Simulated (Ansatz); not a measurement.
One geometry of H4O2Se2Ti (`[OH][Ti]([OH])([SeH])[SeH]`), several functionals.

```yaml
crystal:
  periodic: [false, false, false]
  atoms:
    - {symbol: O, position_ang: [-1.910682, 0.179293, 0.102126]}
    - {symbol: Ti, position_ang: [-0.161426, -0.090923, 0.119575]}
    - {symbol: O, position_ang: [0.372432, -1.543613, 0.965090]}
    - {symbol: Se, position_ang: [0.430436, -0.179278, -2.237739]}
    - {symbol: Se, position_ang: [1.036948, 1.725683, 1.209190]}
    - {symbol: H, position_ang: [-2.717941, -0.233045, 0.411114]}
    - {symbol: H, position_ang: [0.846817, -2.369170, 0.870316]}
    - {symbol: H, position_ang: [1.863154, -0.201554, -1.902491]}
    - {symbol: H, position_ang: [0.240251, 2.712607, 0.462810]}
basis:
  gaussian: {orbitals: def2-TZVPP}
hamiltonian: {xc: {name: B2PLYP}}
```

```sh
$ ansatz run in.yaml --threads 2 --pin off --events-out ev --progress --plain --max-ram 22528MiB --backend cuda --devices 0, --max-vram 18GiB
```

It prints (some lines left out):

```
Functional definition: B2PLYP
1816 factors; integrals over basis functions are off by at most 1.0e-3 eV
mean field evaluation 1: about -157930.3408 eV, gradient 7.6e1 eV
mean field evaluation 2: about -157930.4927 eV, gradient 7.5e1 eV
mean field evaluation 4: about -157937.9724 eV, gradient 3.3e1 eV
mean field evaluation 8: about -157940.0502 eV, gradient 6.5e-1 eV
mean field evaluation 16: about -157940.0683 eV, gradient 2.7e-3 eV
mean field -157940.06829944 eV, -5804.1904543810 hartree, gradient 2.4e-6 eV, S^2 0.000000; 0 other end points of the search recorded, 0 dependent functions left out
25 core orbitals not correlated: weight in the atoms' cores, before any rotation towards them, 1.000 or more for the frozen orbitals, at most 0.000 for the correlated occupied ones
reference -157940.06847909 eV, -5804.1904609830 hartree; 30, 30 occupied and 223, 223 virtual orbitals, 1816 factors
second order -50.43729870 eV of doubles, -0.00000000 eV of singles
Total energy: -157953.68654974 eV, -5804.6909158488 hartree
```

It took 2.7 s on 2 threads of an AMD EPYC 7R13 on a shared host and a share of an NVIDIA H100 80 GB, with 1.3 GiB of host memory at the peak.

Changing it to `hamiltonian: {xc: {name: wB97M-V}}` and forces (abridged; 4.4 s):

```
Functional definition: wB97M-V
mean field evaluation 16: about -157970.6170 eV, gradient 4.0e-3 eV
mean field -157970.61695665 eV, -5805.3130968271 hartree, gradient 3.1e-5 eV, S^2 0.000000
Total energy: -157970.61701341 eV, -5805.3130989127 hartree
Atom 0 force    -0.049734    -0.022626     0.023122 eV/Å
Atom 1 force     0.071664     0.078453    -0.054479 eV/Å
Atom 2 force     0.014048    -0.049637     0.005855 eV/Å
Atom 3 force     0.082966    -0.007553     0.054785 eV/Å
Atom 4 force    -0.080590     0.040201    -0.055207 eV/Å
Atom 5 force     0.015832     0.014997    -0.009234 eV/Å
Atom 6 force    -0.012324     0.017238     0.005612 eV/Å
Atom 7 force    -0.097790    -0.000874    -0.017517 eV/Å
Atom 8 force     0.055926    -0.070197     0.047063 eV/Å
Dipole moment:    -0.238189    -0.508972     0.164637 e Å
```
